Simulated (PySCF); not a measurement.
C2H8GeO, SMILES [CH3][GeH]([CH3])[OH]. Heavy atoms are numbered as in [GeH:1]([CH3:2])([CH3:3])[OH:4]. Hydrogens are named by the atom that carries them.

Geometry: PBE0-D3(BJ)/def2-SVP. This is a generated structure with no PubChem entry under its InChIKey; it may be hypothetical. One conformer was computed; it need not be the lowest.

Method: PBE/pcSseg-1 run with PySCF.

GIAO shieldings, no solvent; atoms alike by connectivity are averaged. δ = σ(ref) − σ: ⁷³Ge against GeH4 (σ = 1614.4 ppm); ¹³C against TMS (σ = 182.0 ppm); ¹⁷O against H2O (σ = 334.3 ppm); ¹H against TMS (σ = 31.49 ppm), references at their B3LYP-D3(BJ)/def2-TZVP geometries, non-relativistic.

```tsv
atoms	nucleus	count	δ (ppm)
Ge1 (GeH)	⁷³Ge	1	418.2
C2 (CH3)	¹³C	2	…
O4 (OH)	¹⁷O	1	34.3
H on Ge1	¹H	1	…
H on C2	¹H	6	…
H on O4	¹H	1	-0.27
```

Problem. Some entries are withheld; supply them. (The exact figures need the calculation; the answer reports its results.)

Solution. 
- C2 (CH3), δ (ppm): 5.0
- H on Ge1, δ (ppm): 5.46
- H on C2, δ (ppm): 0.63
